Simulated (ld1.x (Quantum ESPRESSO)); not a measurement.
## Re (Z = 75): one change to a TM semilocal potential, before and after

```
Element                 : rhenium (Re)
Generator               : ld1.x (Quantum ESPRESSO) 7.5
Type                    : norm-conserving Troullier–Martins (semilocal form)
Functional              : PBEsol
Relativity              : scalar-relativistic
Frozen core             : [Xe] 4f14
Valence charge          : 7
Reference configuration : 5d5.5 6s1.5 6p0
Partial waves           : 6p (bound, empty): rc 3.65 bohr; 5d (bound): rc 2.15 bohr; 6s (bound): rc 2.45 bohr
Local potential         : the s channel
Core correction         : none
```

All-electron outer shells of the reference configuration (PBEsol, scalar-relativistic, ld1.x):

```csv
shell,level (eV),outermost node (bohr),outermost maximum (bohr)
5p,-45.98,0.56,1.06
4f,-41.19,–,0.41
6s,-5.64,1.24,2.57
5d,-4.68,0.62,1.43
6p,-1.15,1.49,3.70
```

Change: wave 6s (bound): rc 2.45 bohr becomes 6s (bound): rc 1.82 bohr.

Cutoffs: the cutoffs (Ry, on a coarse ladder) from which the occupation-weighted sum of valence levels, in a spherical-Bessel basis at the reference potential, stays within 10 and 1 mRy of its value at 400 Ry; they do not see the model core or the augmentation charge, which bear on the density cutoff. Errors are all-electron minus pseudo energies relative to the spin-unpolarised reference configuration.

Problem. What does the change do?

Solution. The potential gets harder (35 Ry and 40 Ry → 35 Ry and 70 Ry); of the 7 tests that both files solve, the error grows in 7 and shrinks in 0 by more than 15 % and 0.3 meV (median size 5.0 → 16.1 meV); neither file shows a bound ghost. A smaller radius makes the pseudo-wave follow the all-electron one further in, where it bends more sharply, so more plane waves are needed. That the errors move this way runs against the usual rule that smaller radii transfer better. A semilocal file is local in each channel, so a ghost entry of none says nothing of the separable form that plane-wave codes build from it.

| quantity | base | changed |
| --- | --- | --- |
| cutoff, loose | 35 Ry | 35 Ry |
| cutoff, tight | 40 Ry | 70 Ry |
| loose cutoff by channel (10 mRy a level) | d 30 Ry, s 6 Ry | d 30 Ry, s 21 Ry |
| bound ghosts | none | none |
| error for 5d5 6s2 6p0, meV [ΔE -0.39 eV] | -4.2 | +26 |
| error for 5d5 6s1 6p0, meV [ΔE 8.91 eV] | -1.5 | +7.0 |
| error for 5d5 6s0 6p0, meV [ΔE 25.25 eV] | +5.0 | +46 |
| error for 5d6 6s1 6p0, meV [ΔE 0.56 eV] | -7.6 | +10 |
| error for 5d5 6s0 6p2, meV [ΔE 9.58 eV] | -7.4 | +16 |
| error for 5d4 6s0 6p0, meV [ΔE 52.41 eV] | +0.4 | -11 |
| error for 5d4 6s2 6p0, meV [ΔE 9.62 eV] | -38 | +273 |
| s: phases at 3.96 bohr within 0.05 rad from the reference energy up to (Ry; the scan ends near 5) | 1.0 | 0.4 |
| p: phases at 3.96 bohr within 0.05 rad from the reference energy up to (Ry; the scan ends near 5) | 1.5 | 1.5 |
| d: phases at 3.96 bohr within 0.05 rad from the reference energy up to (Ry; the scan ends near 5) | 3.8 | 3.8 |
